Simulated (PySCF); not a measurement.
Exercise with solution: oscillator strength and radiative lifetime

BrHOSi, SMILES O[Si]Br (connectivity only; charge and spin as stated), neutral, multiplicity 1.

Geometry: B3LYP-D3(BJ)/def2-TZVP. Other conformers were not sampled.

TDA-LC-ωPBE/def2-SVPD run with PySCF 2.14.0 puts the first singlet state with f over 0.02 at 4.31 eV (vertical), with the transition dipole (0.000, 0.000, -0.766) in atomic units.

Find the oscillator strength, the wavelength and the radiative lifetime that this transition would have in vacuum if emission retraced absorption.


|μ|² = 0.5868 au, so |μ| = 1.95 D. ΔE = 4.31/27.211 = 0.1584 hartree. f = (2/3) ΔE |μ|² = 0.062 (the program prints 0.062).
λ = 1239.84/4.31 = 288 nm; ν = 34762 cm⁻¹.
Einstein's coefficient A = 0.6670 ν² f s⁻¹ (ν in cm⁻¹) = 5.0e7 s⁻¹, so τ = 1/A = 20 ns. This state is S1. The figure is the radiative limit of this one transition; relaxation, internal conversion, crossing to triplets and a medium change what is measured.
